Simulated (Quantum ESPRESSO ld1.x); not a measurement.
The aim is the ytterbium ion Yb+ in [Xe] 4f14 6s1. What will ld1.x (Quantum ESPRESSO 7.5) do with this input?

```
 &input
    zed=70.0,
    iswitch=1,
    rel=1,
    dft='PBE',
    config='[Xe] 4f14 6s1 7p2',
    verbosity='high',
    prefix='ld1',
    max_out_wfc=37,
    file_charge='ld1.rho',
 /
```

Answer. Not converged. The string holds 71 electrons for Z = 70, so the species has charge -1 and is not the one meant. The extra electrons are not bound, and the cycle does not converge.

Output (excerpt):

```
     Program LD1 v.7.5 starts

     Message from routine scf:
     warning: convergence not achieved
     --------------------------- All-electron run ----------------------------

     scalar relativistic calculation

     atomic number is 70.00
     dft =PBE   lsd =0 sic =0 latt =0  beta=0.20 tr2=1.0E-14
     Exchange-correlation= PBE
                           (   1   4   3   4   0   0   0)
     mesh =2107 r(mesh) =  99.43506 a.u. xmin = -8.00 dx = 0.00800
     1 Ry =  13.60569312 eV, c = 137.03599908

     n l     nl                  e(Ry)          e(Ha)          e(eV)
     1 0     1S 1( 2.00)   -4501.718682687   -2250.859341344 -61249.0029227
     2 0     2S 1( 2.00)    -762.887142675    -381.443571338 -10379.6083507
     2 1     2P 1( 6.00)    -672.320630382    -336.160315191  -9147.3881772
     3 0     3S 1( 2.00)    -172.130444071     -86.065222035  -2341.9539991
     3 1     3P 1( 6.00)    -144.834772602     -72.417386301  -1970.5774696
     4 0     4S 1( 2.00)     -34.048245300     -17.024122650   -463.2499769
     4 1     4P 1( 6.00)     -25.091378043     -12.545689022   -341.3855897
     3 2     3D 1(10.00)    -111.628539081     -55.814269540  -1518.7836465
     5 0     5S 1( 2.00)      -4.274282192      -2.137141096    -58.1545718
     5 1     5P 1( 6.00)      -2.252149992      -1.126074996    -30.6420617
     4 2     4D 1(10.00)     -13.308650251      -6.654325126   -181.0734112
     4 3     4F 1(14.00)      -0.453442936      -0.226721468     -6.1694054
     6 0     6S 1( 1.00)      -0.428523560      -0.214261780     -5.8303601
     7 1     7P 1( 2.00)       0.002445432       0.001222716      0.0332718

     final scf error:  3.4E-03 reached in 201 iterations

     Etot =  -28123.636622 Ry,  -14061.818311 Ha, -382641.569388 eV

     Ekin =   30643.602897 Ry,   15321.801448 Ha,  416927.457196 eV
     Encl =  -69212.472324 Ry,  -34606.236162 Ha, -941683.658722 eV
     Eh   =   11030.679722 Ry,    5515.339861 Ha,  150080.043235 eV
     Exc  =    -585.446917 Ry,    -292.723459 Ha,   -7965.411097 eV
```

Run on one thread of a shared host, so times are rough (Intel(R) Xeon(R) Processor @ 2.60GHz): 2.7 s of CPU time, 3.2 s wall, 201 iterations on 2107 mesh points.
